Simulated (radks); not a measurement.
Values are calculated unless marked as measured or tabulated.
Ga V, 27 electrons, occupied as [Ar] 3d9. Level of theory: scalar-relativistic Kohn-Sham, PBE, spin-polarised, spherical densities, point nucleus; open shells are filled with parallel spins first (a radial shooting solver on a logarithmic mesh with Libxc functionals).

Normalised radial functions P(r) = r R(r), r in bohr:

r	2p down	3s down	3p down
0.001624	0.0028	0.0697	0.0011
0.002403	0.0058	0.0996	0.0022
0.003528	0.0117	0.1396	0.0046
0.005221	0.0242	0.1935	0.0094
0.007726	0.0497	0.2608	0.0193
0.01134	0.0993	0.3348	0.0385
0.01679	0.1968	0.4030	0.0762
0.02484	0.3763	0.4300	0.1453
0.03648	0.6740	0.3624	0.2585
0.05398	1.1298	0.1366	0.4266
0.07989	1.6896	-0.2543	0.6135
0.1173	2.1414	-0.6473	0.7008
0.1736	2.1721	-0.6991	0.4927
0.2569	1.5945	-0.0858	-0.1386
0.3771	0.7610	0.8880	-0.9279
0.5582	0.1926	1.3918	-1.3198
0.826	0.0204	1.0087	-1.0151
1.213	0.0007	0.3830	-0.4535
1.795	0.0000	0.0642	-0.1014
2.656	0.0000	0.0035	-0.0087
3.9	0.0000	0.0000	-0.0002
5.771	0.0000	0.0000	0.0000

2p down: eigenvalue -1158.1 eV, 0 radial nodes, <r> = 0.191 bohr, 90 % of the charge inside 0.311 bohr. 3s down: eigenvalue -205.37 eV, 2 radial nodes at r = 0.0629, 0.266 bohr, <r> = 0.647 bohr, 90 % of the charge inside 0.967 bohr. 3p down: eigenvalue -155.85 eV, 1 radial node at r = 0.240 bohr, <r> = 0.671 bohr, 90 % of the charge inside 1.03 bohr.
